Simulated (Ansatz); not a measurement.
Reaction (cleavage of the Al–Ga bond): `[SiH3][O][Al]([Cl])[GaH2]` + HCl → `[SiH3][O][Al]([Cl])[Cl]` + `[GaH3]`

Gas-phase electronic energies from Ansatz, PBE0-D4/def2-TZVP geometries. CCSD(T)/CBS adds triple-zeta CCSD(T) − MP2 to the extrapolated MP2 energy (def2 sets, frozen cores). This one scheme is used for every species. DFT in def2-TZVPP. For Ga outer-core shells are correlated without core-valence functions, which leaves a few kJ/mol of doubt a bond. Scalar relativity is left out up to krypton. One conformer a species, not always the lowest.

```csv
level,ΔE (eV)
r2SCAN0-D4,-1.33
MP2/def2-SVP,-1.44
CCSD(T)/def2-SVP,-1.34
CCSD(T)/def2-TZVPP,-1.24
```

(1) What does CCSD(T)/CBS give? (Estimate.)

Largest T1 diagnostic among the species: 0.013.

Results:

(1) Ansatz gave: -1.25 eV. The listed levels differ from it by -0.08, -0.19, -0.09, 0.01 eV.

From PBE to PBE0 (25 % exact exchange), in def2-TZVPP and without D4, ΔE moves by −0.09 eV. Leaving LDA and LC-ωPBE aside and taking each functional with its dispersion term where it has one, the values, not all of them listed here, spread over 0.30 eV, from B97M-V to PBE-D4. At CCSD(T), def2-SVP lies −0.10 eV from the extrapolated value and def2-TZVPP +0.01 eV.
